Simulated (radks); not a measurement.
Q: All-electron atom: the europium ion Eu3+ in [Xe] 4f6. Method: scalar-relativistic Kohn-Sham, RPBE, spin-unpolarised, spherical densities, point nucleus; computed with a radial shooting solver on a logarithmic mesh with Libxc functionals. Some entries of the table are withheld. Estimate them.

| orbital | occ. | eigenvalue (hartree) | <1/r> (bohr^-1) | <r> (bohr) |
|---|---|---|---|---|
| 1s | 2 | -1778.838 | 70.25 | 0.02231 |
| 2s | 2 | (1) | 16.28 | (2) |
| 2p | 6 | -261.2108 | 15.23 | 0.08390 |
| 3s | 2 | -65.42953 | 5.965 | 0.2495 |
| 3p | 6 | -55.51317 | 5.614 | 0.2480 |
| 3d | 10 | -42.27120 | 5.327 | 0.2259 |
| 4s | 2 | -13.92897 | 2.510 | 0.5653 |
| 4p | 6 | -10.66301 | 2.309 | 0.5982 |
| 4d | 10 | -6.11406 | 2.033 | 0.6513 |
| 5s | 2 | -2.67676 | 0.9809 | 1.349 |
| 5p | 6 | -1.87019 | 0.8387 | 1.554 |
| 4f | 6 | -1.21389 | 1.485 | 0.8775 |

A: 
(1) 2s eigenvalue (hartree): -293.0847
(2) 2s <r> (bohr): 0.09511
